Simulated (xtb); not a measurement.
BrZn, charge +1, singlet, geometry from GFN2-xTB (such geometries of metal compounds can be far from the true shape); GFN0-xTB run with xtb 6.7.1.

Input for xtb:
```
$ xtb mol.xyz --gfn 0 --chrg 1 --hess --json

# file mol.xyz
2

Zn    -0.00000000    -0.00000000    -1.16683428
Br     0.00000000     0.00000000     1.00014367
```

Output, abridged:

```
   ID    Z sym.   atoms
    1   30 Zn     1
    2   35 Br     2

           -------------------------------------------------
          |                Calculation Setup                |
           -------------------------------------------------

           -------------------------------------------------
          |                 G F N 0 - x T B                 |
           -------------------------------------------------

          ...................................................
          :                      SETUP                      :
          :.................................................:
          :  # basis functions                  14          :
          :  # atomic orbitals                  13          :
          :  # shells                            5          :
          :  # electrons                         8          :
          :  electronic temp.          300.0000000     K    :
          :  accuracy                    1.0000000          :
          :  -> integral cutoff          0.2500000E+02      :
          :  -> integral neglect         0.1000000E-07      :
          ...................................................

         :::::::::::::::::::::::::::::::::::::::::::::::::::::
         ::                     SUMMARY                     ::
         :::::::::::::::::::::::::::::::::::::::::::::::::::::
         :: total energy              -2.361996023982 Eh    ::
         :: gradient norm              0.008723894860 Eh/a0 ::
         :: HOMO-LUMO gap              2.670543868195 eV    ::
         ::.................................................::
         :: H0 energy                 -4.110056495833 Eh    ::
         :: repulsion energy           0.009118563229 Eh    ::
         :: electrostat energy         1.739196439670 Eh    ::
         :: -> Gsolv                   0.000000000000 Eh    ::
         ::    -> Gsasa                0.000000000000 Eh    ::
         ::    -> Gshift               0.000000000000 Eh    ::
         :: dispersion energy         -0.000254531048 Eh    ::
         :: short-range corr.          0.000000000000 Eh    ::
         :: add. restraining           0.000000000000 Eh    ::
         :: total charge               1.000000000000 e     ::
         :::::::::::::::::::::::::::::::::::::::::::::::::::::

           -------------------------------------------------
          |                Numerical Hessian                |
           -------------------------------------------------
[...]
          :  imag. cutoff                  -20.0000000 cm⁻¹ :
          :.................................................:

    mode    ω/cm⁻¹     T·S(HO)/kcal·mol⁻¹    T·S(FR)/kcal·mol⁻¹   T·S(vib)
   ------------------------------------------------------------------------
   ------------------------------------------------------------------------

   temp. (K)  partition function   enthalpy   heat capacity  entropy
                                   cal/mol     cal/K/mol   cal/K/mol   J/K/mol
 298.15  VIB   1.31                  262.949      1.672      1.412
         ROT  0.208E+04              592.502      1.987     17.166
         INT  0.271E+04              855.450      3.659     18.578
         TR   0.169E+28             1481.254      4.968     40.813
         TOT                        2336.7040     8.6269    59.3909   248.4916

       T/K    H(0)-H(T)+PV         H(T)/Eh          T*S/Eh         G(T)/Eh
   ------------------------------------------------------------------------
    298.15    0.372377E-02    0.440929E-02    0.282185E-01   -0.238093E-01
   ------------------------------------------------------------------------

         :::::::::::::::::::::::::::::::::::::::::::::::::::::
         ::                  THERMODYNAMIC                  ::
         :::::::::::::::::::::::::::::::::::::::::::::::::::::
         :: total free energy          -2.385805283380 Eh   ::
         ::.................................................::
         :: total energy               -2.361996023982 Eh   ::
         :: zero point energy           0.000685510480 Eh   ::
         :: G(RRHO) w/o ZPVE           -0.024494769877 Eh   ::
         :: G(RRHO) contrib.           -0.023809259398 Eh   ::
         :::::::::::::::::::::::::::::::::::::::::::::::::::::

           -------------------------------------------------
          | TOTAL ENERGY               -2.361996023982 Eh   |
          | TOTAL ENTHALPY             -2.357586738660 Eh   |
          | TOTAL FREE ENERGY          -2.385805283380 Eh   |
          | GRADIENT NORM               0.008723894860 Eh/α |
          | HOMO-LUMO GAP               2.670543868195 eV   |
           -------------------------------------------------
########################################################################
[WARNING] Runtime exception occurred
-1- hessian_numhess: Hessian on incompletely optimized geometry!
########################################################################

normal termination of xtb
```
